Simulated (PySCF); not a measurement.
C₅H₉OP.
InChI=1S/C5H9OP/c1-3-4-7-5-6-2/h3-5H,1-2H3/b4-3+

Torsions of this conformer, `[CH3:1]/[CH:2]=[CH:3]/[P:4]=[CH:5]\[O:6][CH3:7]`: C2–C3–P4–C5 180°, P4–C5–O6–C7 179°.

The closed-shell ground state was solved at several levels (PySCF, density fitting, gas phase, non-relativistic). The structure is a single PBE0-D3(BJ)/def2-SVP conformer in the gas phase; no vibrational or solvent corrections.

```csv
level,basis functions,total energy (Eh),HOMO (eV),LUMO (eV),gap (eV),dipole (D)
CAM-B3LYP/def2-SVPD,219,-612.0357,-7.01,-0.06,6.95,2.18
PBE0/pcSseg-1,171,-611.9666,-5.84,-1.07,4.77,2.40
```

Q: Estimate the row for B97-2/pcSseg-1, a basis of 171 functions; the other rows only guide the guess.

A: Total energy -612.3407 Eh, HOMO -5.62 eV, LUMO -1.11 eV, gap 4.51 eV, dipole 2.41 D.

Q: Over all these levels, which gives the widest orbital gap and which the narrowest?

A: CAM-B3LYP/def2-SVPD (range-separated hybrid) has the widest, 6.95 eV, and B97-2/pcSseg-1 (global hybrid, 21 % exact exchange) the narrowest, 4.51 eV. Functional and basis both differ between the two, so the spread mixes both effects.

Q: How far do the dipole and the HOMO energy spread over the levels?

A: The dipole runs from 2.18 to 2.41 D (mean 2.33 D) and the HOMO from -7.01 to -5.62 eV.
